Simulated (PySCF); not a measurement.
PySCF input:

```python
from pyscf import gto, scf, dft

mol = gto.M(
    atom='''
    Si   -0.01956336    0.09539492   -0.82632276
    C     1.69561231   -0.26807529   -1.46723918
    C    -1.27295667   -1.11573444   -1.49481579
    C    -0.52045956    1.86072144   -1.16901404
    Br    0.03369424   -0.16429991    1.42318643
    H     2.42794854    0.41568342   -1.03550888
    H     1.99738532   -1.28738280   -1.22192587
    H     1.72328755   -0.15604887   -2.55460980
    H    -0.99521053   -2.14190270   -1.24972568
    H    -1.33692644   -1.02987677   -2.58303775
    H    -2.26320082   -0.92384943   -1.07908745
    H    -0.56119841    2.03846761   -2.24717793
    H     0.19394032    2.56171011   -0.73486999
    H    -1.50461318    2.07669716   -0.75064875
    ''',
    basis='def2-tzvpd',
    charge=0,
    spin=0,
    verbose=4,
)

mf = dft.RKS(mol, xc='tpssh').density_fit(auxbasis='def2-universal-jkfit')
mf.grids.level = 3
mf.conv_tol = 1e-9
mf.max_cycle = 100
mf.max_memory = 1500
mf.kernel()
if not mf.converged:
    mf = mf.newton()
    mf.kernel(mf.make_rdm1())
mf.analyze()
```

Task: Predict the final energy.

Result: -2983.47816 Eh (TPSSh/def2-TZVPD).
